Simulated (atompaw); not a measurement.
**What one change does to a pseudopotential (In (Z = 49), PAW (atompaw))**

- Element: indium (In)
- Generator: atompaw 4.2.0.5
- Type: PAW
- Functional: PBEsol
- Relativity: scalar-relativistic
- Frozen core: [Kr]
- Valence charge: 13
- Reference configuration: 4d10 5s2 5p1
- Partial waves: 5s (bound): rc 2.40 bohr; 5s channel at 0.4 Ry: rc 2.40 bohr; 5p (bound): rc 2.00 bohr; 5p channel at 0.8 Ry: rc 2.40 bohr; 4d (bound): rc 1.70 bohr; 4d channel at -1.05 Ry: rc 2.40 bohr
- Local potential: bessel scheme, radius 1.95 bohr
- Core correction: smooth core density matched at 1.25 bohr
- Augmentation charge: besselshape compensation charge, radius 2.40 bohr; PAW radius 2.40 bohr; waves and projectors: custom rrkj gramschmidtortho

Change: local potential bessel scheme, radius 1.48 bohr.

Cutoffs: the cutoffs (Ry, on a coarse ladder) from which the occupation-weighted sum of valence levels, in a spherical-Bessel basis at the reference potential, stays within 10 and 1 mRy of its value at 400 Ry; they do not see the model core or the augmentation charge, which bear on the density cutoff.

Question: What does the change do?

Answer: The potential gets neither clearly harder nor softer (40 Ry and 70 Ry → 40 Ry and 70 Ry); the range in which the s phases agree narrows (upper end 4.1 → 2.4); neither file shows a bound ghost.

| quantity | base | changed |
| --- | --- | --- |
| cutoff, loose | 40 Ry | 40 Ry |
| cutoff, tight | 70 Ry | 70 Ry |
| bound ghosts | none | none |
| s: phases at 2.42 bohr within 0.05 rad from the reference energy up to (Ry; the scan ends near 5) | 4.1 | 2.4 |
| p: phases at 2.42 bohr within 0.05 rad from the reference energy up to (Ry; the scan ends near 5) | 3.8 | 3.8 |
| d: phases at 2.42 bohr within 0.05 rad from the reference energy up to (Ry; the scan ends near 5) | -0.2 | -0.4 |
| lowest overlap eigenvalue by channel | s 0.37, p 0.11, d 1.00 | s 0.34, p 0.09, d 1.00 |

 The cutoffs see the waves, projectors and local potential, not the compensation charge or the core.
